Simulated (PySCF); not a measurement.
HfOF, SMILES [O]=[Hf][F] (connectivity only; charge and spin as stated), neutral, multiplicity 2. Coordinates come from a PBE0-D3(BJ)/def2-TZVP optimisation. The spin state was assumed, not searched. The def2 effective core potentials stand for the cores of Hf; spin–orbit coupling is left out.

The numbers are results of PBE0-D3(BJ)/def2-TZVP run with PySCF, not measurements.

Harmonic wavenumbers (cm⁻¹): 217, 633, 960. Rotational constants (GHz): 16.04, 6.359, 4.554; symmetry number 1.

Question: Work out the zero-point energy and the ideal-gas rigid-rotor harmonic-oscillator thermochemistry at 298.15 K and 1 atm.

Answer: ZPE = ½ Σ hcν = ½ × 1809 cm⁻¹ = 2.59 kcal/mol. H − E(el) = 5.41 kcal/mol. Entropy in cal/(mol K): translation 41.98, rotation 24.05, vibration 2.49, spin 1.38, total 69.90. G − E(el) = -15.43 kcal/mol. Cp = 11.15 cal/(mol K).
